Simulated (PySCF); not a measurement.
# Dipole response of Ba (barium, neutral)

[Xe] 5d1 6s1, high-spin 3D determinant (an excited configuration). Calculation: PySCF 2.14, in aug-cc-pVQZ-X2C (10s9p7d4f2g, 118 functions); the spin-free X2C one-electron Hamiltonian (Gaussian nucleus). Coupled (time-dependent) response in atomic units; α is the mean over directions.

```json
{"method": "PBE", "mean α (bohr³)": "328.3", "α xx, yy, zz": "369.2, 369.2, 246.4", "C₆ (like pair)": "5174", "S(−4)": "193400"}
```

S(−4) is the Cauchy moment in α(ω) = α(0) + S(−4) ω² + …

Spin-orbit coupling is absent.

α(iu) at PBE:

```csv
u (hartree),α(iu) (bohr³)
0,328.3
0.0500,190.2
0.100,106.8
0.200,47.54
0.300,28.82
0.500,15.69
0.750,9.627
1.00,6.634
1.50,3.748
2.00,2.440
3.00,1.317
5.00,0.6015
```

The components differ because the open shell of this determinant is not spherical; for a pure term their mean is the scalar polarisability.

Spin-orbit coupling, absent here, splits the open shell strongly.
